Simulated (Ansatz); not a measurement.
Reaction (substitution at a C–C bond): `CCC(=N)N` + H₂Se → `N=C(N)[SeH]` + ethane

Calculated with Ansatz (gas phase, PBE0-D4/def2-TZVP geometries, no zero-point term in ΔE). CCSD(T)/CBS is the MP2 limit (def2-TZVPP, def2-QZVPP) plus CCSD(T) − MP2 in def2-TZVPP, frozen cores. This one scheme is used for every species. Functionals use def2-TZVPP. B3LYP here is the variant with VWN-RPA as its local correlation; programs differ in this. For Se outer-core shells are correlated without core-valence functions, which leaves a few kJ/mol of doubt a bond. Scalar relativity is left out up to krypton. One conformer a species, not always the lowest.

```csv
level,ΔE (kcal/mol),difference from CCSD(T)/CBS
PBE-D4,-0.8,-3.2
r2SCAN-D4,0.0,-2.4
PBE0-D4,1.3,-1.1
B3LYP-D4,0.5,-1.9
ωB97M-V,2.7,0.3
B2PLYP,0.6,-1.8
PBE,-1.1,-3.5
B3LYP,0.2,-2.2
HF/def2-TZVPP,4.8,2.4
MP2/def2-TZVPP,0.9,-1.5
SCS-MP2/def2-TZVPP,1.3,-1.1
CCSD/def2-TZVPP,3.1,0.7
CCSD(T)/def2-TZVPP,2.3,-0.1
HF/def2-QZVPP,5.0,2.6
HF/CBS(def2),5.0,2.6
MP2/CBS(def2),1.0,-1.4
CCSD(T)/CBS,2.4,0
```

Largest T1 diagnostic among the species: 0.012.

In def2-TZVPP, CCSD(T) changes the Hartree–Fock value by −2.5 kcal/mol (the triples alone add −0.8 kcal/mol) and MP2 by −4.0 kcal/mol. From PBE to PBE0 (25 % exact exchange), in def2-TZVPP and without D4, ΔE moves by +2.1 kcal/mol.
